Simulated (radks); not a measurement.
Task: Coherent X-ray form factor from a spherical all-electron density. All-electron calculation, non-relativistic Kohn-Sham, PBE, spin-polarised, spherical densities, point nucleus. Program: a radial shooting solver on a logarithmic mesh with Libxc functionals.

sin(theta)/lambda (1/angstrom),f0 (electrons)
0.05,14.632
0.1,13.658
0.15,12.380
0.2,11.095
0.25,9.982
0.3,9.094
0.4,7.859
0.5,6.991
0.6,6.221
0.8,4.763
1,3.552
1.25,2.524
1.5,1.930
2,1.407

The species is in the configuration that NIST lists as its ground one. Which atom or ion scatters so?

Result: The sulfur ion S+, [Ne] 3s2 3p3. Extrapolating in s^2 from the first two rows gives f0(0) = 15.0, near the electron count 15; among species with that count, the fall with angle is slower the higher Z, and the table is that of Z = 16; from so few rows the species is fixed only to a neighbour or two.
